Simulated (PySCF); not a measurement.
InEt2(iPr), C7H17In.
Geometry (PBE0-D3(BJ)/def2-SVP, Å), atoms numbered from 1 in this order:
```xyz
25
C7H17In angstrom
In     0.163   -0.006   -0.147
C      2.351    0.058   -0.305
C      3.022    0.418    1.019
H      2.608    0.802   -1.077
H      2.712   -0.917   -0.670
H      4.122    0.462    0.929
H      2.698    1.404    1.393
H      2.801   -0.314    1.813
C     -0.930    1.894   -0.194
C     -0.059    3.127   -0.399
H     -1.502    1.964    0.748
H     -1.692    1.810   -0.989
H     -0.649    4.060   -0.420
H      0.689    3.240    0.402
H      0.502    3.083   -1.347
C     -0.970   -1.886    0.061
C     -1.478   -2.331   -1.308
C     -2.108   -1.747    1.064
H     -0.255   -2.641    0.429
H     -0.660   -2.509   -2.026
H     -2.158   -1.588   -1.760
H     -2.052   -3.275   -1.237
H     -2.684   -2.689    1.155
H     -1.753   -1.489    2.075
H     -2.827   -0.966    0.763
```

Method: PBE0-D3(BJ)/def2-SVP geometry optimisation, gas phase, def2 core potentials past Kr (PySCF 2.14.0).

Question: Which atoms are bound to In1, and at what distances?

Answer: 3 atoms: C9 2.193 Å, C2 2.194 Å, C16 2.204 Å. The nearest atom not counted as bound is H19, at 2.73 Å (others tie with it).

Question: List the angles at In1.

Answer: 
```
     angle  degrees  distance of the outer atoms (Å)
C2–In1–C16    123.0                             3.86
C9–In1–C16    119.0                             3.79
 C2–In1–C9    118.1                             3.76
```

Question: What is the shape at In1?

Answer: Planar: angles 123.0°, 119.0° and 118.1°, sum 360.0°, 0.00 Å off the plane of its three neighbours.

Question: What are the other bond lengths?

Answer: C2–C3, C9–C10 1.525 Å; C2–H4 and 3 like bonds 1.103 Å; C3–H6 and 5 like bonds 1.103 Å; C16–C17, C16–C18 1.525 Å; C16–H19 1.104 Å; C17–H20 and 5 like bonds 1.104 Å.

Question: Give some angles away from the centre.

Answer: In1–C2–C3 112.5°, In1–C9–C10 114.8°, In1–C16–C17 109.6°, In1–C16–C18 111.7°, C17–C16–C18 111.6°.

Question: What are the rotational constants (commonest isotopes, rigid rotor)?

Answer: A = 1552, B = 875.6, C = 668.4 MHz: an asymmetric top.

Point group: C1 (no symmetry element, even within 0.4 Å). Charge 0, singlet. PBE0-D3(BJ)/def2-SVP frequencies: not computed here.

One conformer stands for the species.
